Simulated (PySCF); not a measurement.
# Cl: excitation energy

Cl [Ne] 3s2 3p5 (2P) → Cl [Ne] 3s1 3p6 (2S), as a difference of total energies. All numbers are calculated (PySCF 2.14, scalar relativity by spin-free X2C-1e, in aug-cc-pVDZ-DK (5s4p2d, 27 functions)). Correlated levels: valence: [Ne] frozen. The calculations carry no spin-orbit coupling.

| method | excitation energy (eV) |
| --- | --- |
| UHF | 15.519 |
| LDA | 11.926 |
| PBE | 12.144 |
| PBE0 | 13.005 |
| r2SCAN | 12.878 |
| MN15 | 12.302 |
| M06 | 12.980 |
| M06-L | 12.980 |
| B2PLYP | 13.003 |
| MP2 (valence) | 13.187 |
| SCS-MP2 (valence) | 12.926 |

Errors of the correlated levels include the incompleteness of this basis and the frozen core.

The upper state lies above the first ionisation limit, where it may autoionise and the basis confines it.

Every method misses the reference by a wide margin, which points to the basis or the choice of state and not to the methods.

Which method comes closest to the reference value, and which is furthest?

The reference is 10.586 eV (measured; NIST levels, between the centres of gravity of the two terms). Closest: LDA (error 1.340 eV); furthest: UHF (error 4.933 eV).
